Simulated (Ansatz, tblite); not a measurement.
Removing and adding an electron: CrCl₂. The state is a quintet with charge 0. Geometry: PBE-D4/def2-TZVP. Ansatz, gas phase; energy differences of separate SCF runs; the oxidised species was run as a quartet alone; the reduced species was run as a sextet alone.

Cartesian coordinates in Å:
```
Cr 0.0000 -0.0001 0.0000
Cl 0.0654 -0.6954 2.0582
Cl -0.0654 0.6955 -2.0581
```

The xTB rows come from tblite. Correlated methods freeze 15 core orbitals; core or outer-core shells of Cr are correlated, in sets that lack core-valence functions. HOMO above LUMO, or a gap near zero within one spin, warns that the state may not be the lowest or that an electron is smeared out.

| level | −HOMO (eV) | vertical IE (eV) | −LUMO (eV) | vertical EA (eV) | HOMO–LUMO gap (eV) | IE − EA (eV) | remarks |
| --- | --- | --- | --- | --- | --- | --- | --- |
| GFN2-xTB | – | 12.91 | – | 5.28 | – | 7.63 | – |
| PBE-D4/def2-TZVP | 5.79 | 9.22 | 5.74 | – | 0.05 | – | gap within one spin near zero (quintet), spin-contaminated (⟨S²⟩ 4.02) (+1 quartet) |
| PBE-D4/def2-TZVPD | 5.85 | – | 5.80 | 2.40 | 0.05 | – | HOMO above zero (-1 sextet), gap within one spin near zero (quintet) |
| revPBE-D4/def2-TZVP | 5.74 | 9.17 | 5.67 | – | 0.07 | – | gap within one spin near zero (quintet), spin-contaminated (⟨S²⟩ 4.03) (+1 quartet) |
| CCSD/def2-TZVPD | – | – | – | 2.31 | – | – | – |
| CCSD(T)/def2-TZVPD | – | – | – | 2.38 | – | – | – |

Q: Estimate the rows for GFN1-xTB, HF/def2-TZVPD, r2SCAN-D4/def2-TZVPD, PBE0-D4/def2-TZVPD, MP2/def2-TZVPD.

A: 
| level | −HOMO (eV) | vertical IE (eV) | −LUMO (eV) | vertical EA (eV) | HOMO–LUMO gap (eV) | IE − EA (eV) | remarks |
| --- | --- | --- | --- | --- | --- | --- | --- |
| GFN1-xTB | – | 14.42 | – | 7.73 | – | 6.70 | – |
| HF/def2-TZVPD | – | – | – | 1.15 | – | – | – |
| r2SCAN-D4/def2-TZVPD | 6.32 | – | 5.75 | 2.49 | 0.57 | – | HOMO above zero (-1 sextet) |
| PBE0-D4/def2-TZVPD | 7.87 | – | 4.51 | 2.51 | 3.36 | – | – |
| MP2/def2-TZVPD | – | – | – | 2.69 | – | – | – |

Relaxing the oxidised species (PBE-D4/def2-TZVP) changes its energy by -0.22 eV at PBE-D4/def2-TZVP, so the adiabatic ionisation energy to this nearest minimum is 9.00 eV. The relaxed charge 1 quartet is spin-contaminated (final ⟨S²⟩ up to 3.88, 3.75 for a pure state).  Relaxing the reduced species (PBE-D4/def2-TZVPD) changes its energy by -0.18 eV at PBE-D4/def2-TZVPD, so the adiabatic electron affinity to this nearest minimum is 2.58 eV. At PBE0-D4/def2-TZVPD it is 2.72 eV. The highest occupied level of the relaxed charge -1 sextet lies above zero (up to 0.63 eV). By energy differences its removal costs 2.58 eV (each at its own geometry, to the charge 0 quintet, at PBE-D4/def2-TZVPD); the vertical value is larger still, so the positive level points to self-interaction error.  Run but left out: HF/def2-TZVPP, r2SCAN-D4/def2-TZVP, r2SCANh-D4/def2-TZVP, B3LYP-D4/def2-TZVP, PBE0-D4/def2-TZVP, CAM-B3LYP-D4/def2-TZVP, LC-ωPBE/def2-TZVP, MP2/def2-TZVPP, CCSD/def2-TZVPP, CCSD(T)/def2-TZVPP (charge +1 quartet: ⟨S²⟩ 4.05 to 4.69, where a pure state has 3.75).   A HOMO above zero means that the electron is unbound at that level or that self-interaction error raises the level; the energy of removing that electron tells which. HOMO and LUMO are the levels of the spin that leaves or enters (xTB has no such levels and no spin-polarisation term). Other spin states of the ions may lie lower, which would lower the ionisation energy or raise the affinity. Raw xTB energy differences between charge states are shifted by several eV; the methods need an empirical correction for them.
